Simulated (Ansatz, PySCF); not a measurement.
Process, species as SMILES: NBN → [NH-]BN + H+
Geometries: B3LYP-D3(BJ)/def2-TZVP minima from Ansatz (a program for electronic structure), one conformer each, not searched for the lowest. Frequencies are from Ansatz.

Property: gas-phase deprotonation energy (0 K, with B3LYP-D3(BJ) harmonic zero-point energies), in kcal/mol. Cores are frozen in the correlated levels unless marked. Spin-orbit coupling is left out. No relativistic terms. Anions need diffuse functions: aug- sets have them; def2-D sets add few; the other sets have none. CBS marks a two-point X^-3 extrapolation of the correlation energy; Hartree-Fock from the larger set. [CCSD(T)-MP2]/basis is that difference in the basis named.

```csv
level,program,gas-phase deprotonation energy (kcal/mol)
PBE0/STO-3G,Ansatz,482.4
M06-2X/def2-TZVPD,PySCF,385.3
MP2/aug-cc-pVTZ,Ansatz,381.9
RI-MP2/aug-cc-pVQZ,Ansatz,382.2
SCS-MP2/cc-pVTZ,Ansatz,391.9
CCSD/aug-cc-pVTZ,Ansatz,386.9
"RI-MP2/CBS(aug-cc-pVTZ,aug-cc-pVQZ)+[CCSD(T)-MP2]/aug-cc-pVTZ",Ansatz,384.5
```
